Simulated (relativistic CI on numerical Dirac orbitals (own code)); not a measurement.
**Spin-orbit doublets in the photoemission of bromine**

Problem. Photoelectron lines from p, d and f shells are doublets, and peak fits need their splitting and area ratio. Find both for the 3d line of bromine, from the calculated spin-orbit constant ζ(3d) = 0.4214 eV of the closed-shell ion Br⁷⁺ with one hole. Is the doublet resolved if instrument, lifetime and solid give each line a width of 0.4 eV (assumed)?

Working.
1. One hole with l = 2 gives j = 5/2 and j = 3/2. For a hole the level of higher j has the lower binding energy.
2. The splitting is (l + ½)ζ = 2.5 × 0.4214 = 1.053 eV.
3. The areas follow 2j + 1: 6 : 4, so the weaker line has 0.667 of the stronger one's area, if the radial matrix elements are equal.
4. Splitting over width is 2.63: two separate peaks.

Check. The difference of tabulated binding energies of the element (M4 less M5; Elam, Ravel and Sieber, Radiat. Phys. Chem. 63, 121 (2002), rounded to 0.1 eV or more) is 1.0 eV.

All doublets of Br⁷⁺, calculated as differences of Dirac-Coulomb-Breit total energies with one hole (eV):

| Shell | Calculated | Without Breit and QED | Tabulated, element |
| --- | --- | --- | --- |
| 2p | 46.77 | 47.59 | 46.0 |
| 3p | 7 | 7.125 | 7.0 |
| 3d | 1.057 | 1.11 | 1.0 |

The Breit and QED terms lower the splittings by 1.7 to 4.8 %.
